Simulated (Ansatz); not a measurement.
Pulling on the O3–H4 bond in BH3O2 (SMILES OBO) (multiplicity 1 held, fragments rigid). Energies count from the point at 0.965 Å.
Geometry at that point (charge 0, multiplicity 1):
```xyz
6

B     -0.3250    -0.2721    -0.2335
H     -1.1097    -0.9871    -0.7786
O     -0.2746     1.0316    -0.6053
H      0.3860     1.5368    -0.1152
O      0.5165    -0.7231     0.7449
H      0.4133    -1.6573     0.9449
```

R- and RO- levels are restricted; in cc, def2 and unpolarised 6-31G sets they are followed outwards from rest. Unrestricted levels (U-) break spin symmetry where that is lower. Active spaces are followed from a long bond inwards. Levels need not reach the same state.

Correlated levels freeze the cores.

The values were computed with Ansatz (a first-principles code). Values without a source in brackets are computed.

Energies in kcal/mol.

| R (Å) | R-MP2/cc-pVDZ | U-MP2/cc-pVDZ | CASSCF(4,3)/cc-pVDZ | FIC-MRCISD+Q on CASSCF(4,3)/cc-pVDZ |
|---|---|---|---|---|
| 0.772 | 37.2 | 37.2 | 36.3 | 36.9 |
| 0.869 | 7.3 | 7.3 | 7.1 | 7.2 |
| 0.965 | 0.0 | 0.0 | 0.0 | 0.0 |
| 1.062 | 4.4 | 4.4 | 4.4 | 4.4 |
| 1.158 | 14.7 | 14.7 | 14.2 | 14.7 |
| 1.303 | 34.5 | 34.5 | 32.5 | 34.0 |
| 1.448 | 55.0 | 67.3 | 50.4 | 53.3 |
| 1.689 | 84.9 | 102.7 | 73.6 | 79.7 |
| 1.931 | 107.4 | 113.2 | 87.6 | 96.7 |
| 2.220 | 125.3 | 116.9 | 95.7 | 107.0 |
| 2.606 | 136.3 | 118.0 | 99.5 | 111.9 |
| 3.089 | 135.2 | 118.3 | 100.6 | 113.5 |

Doubts at one or more of the structures used: a restricted determinant that unrestricted orbitals would lower (R-MP2/cc-pVDZ); a spin-contaminated determinant (U-MP2/cc-pVDZ); active orbitals that take no part (CASSCF(4,3)/cc-pVDZ, FIC-MRCISD+Q on CASSCF(4,3)/cc-pVDZ).
